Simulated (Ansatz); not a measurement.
BrClFHHfO, SMILES `[OH][Hf]([F])([Cl])[Br]`, relaxed with RKS PBE0-D4/def2-TZVP in Ansatz 0.2.0 from a PBE-D4/def2-SVP geometry. The force threshold is 0.005 eV/Å; the program also tests the step.

Total charge 0; spin multiplicity 1. Hf: def2 effective core potential.

Start:

```xyz
6

O     0.706   -1.227    0.447
Hf   -0.169    0.388   -0.050
F     0.558    1.829    0.976
Cl   -2.480    0.210    0.391
Br    0.225    0.833   -2.490
H     1.160   -2.033    0.726
```

(1) By how much does the energy fall, and how many steps does the optimiser take? (An estimate is asked.)

(2) Which bonds change most? (Estimate.)

(3) Give the relaxed structure. (Best estimate.)

## Answers

(1) The calculation gave: 1.89 kJ/mol, in 4 steps.

(2) The calculation gave: Hf2–F3 from 1.912 to 1.893 Å; Hf2–Cl4 from 2.360 to 2.342 Å; O1–Hf2 from 1.903 to 1.886 Å; O1–H6 from 0.966 to 0.952 Å.

(3) Ansatz gave: 
```xyz
6

O     0.701   -1.218    0.447
Hf   -0.166    0.381   -0.053
F     0.550    1.805    0.968
Cl   -2.458    0.209    0.394
Br    0.226    0.834   -2.482
H     1.148   -2.011    0.725
```
